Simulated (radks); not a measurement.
The numbers below are computed, except where a source is named.
Problem. The mean radii <r> (bohr) of the occupied orbitals of an atom or ion are listed with their occupations. Code: a radial shooting solver on a logarithmic mesh with Libxc functionals. Model: scalar-relativistic Kohn-Sham, PBE, spin-polarised, spherical densities, finite nucleus; Fermi nuclear charge, rms radius of each element as measured or else 0.836 A^(1/3) + 0.57 fm.

| orbital | occ. | <r> |
|---|---|---|
| 1s down | 1 | 0.05619 |
| 1s up | 1 | 0.05619 |
| 2s up | 1 | 0.2556 |
| 2s down | 1 | 0.2553 |
| 2p up | 3 | 0.2251 |
| 2p down | 3 | 0.2248 |
| 3s up | 1 | 0.7729 |
| 3s down | 1 | 0.7750 |
| 3p up | 3 | 0.8146 |
| 3p down | 3 | 0.8186 |
| 3d up | 5 | 1.048 |
| 3d down | 2 | 1.115 |
| 4s up | 1 | 2.841 |
| 4s down | 1 | 2.967 |

Name the element and its charge. Open shells, if any, are filled with parallel spins first.

Solution. Z = 27, cobalt, charge 0: Co in [Ar] 3d7 4s2. The 1s radius gives Z: for a bare nucleus <r> = (2 gamma + 1)/(2Z) with gamma = sqrt(1 - (Z/c)^2), 0.05483 bohr for Z = 27, and screening makes it slightly larger (0.05619 here). The occupations add up to 27, and the charge is Z minus that.
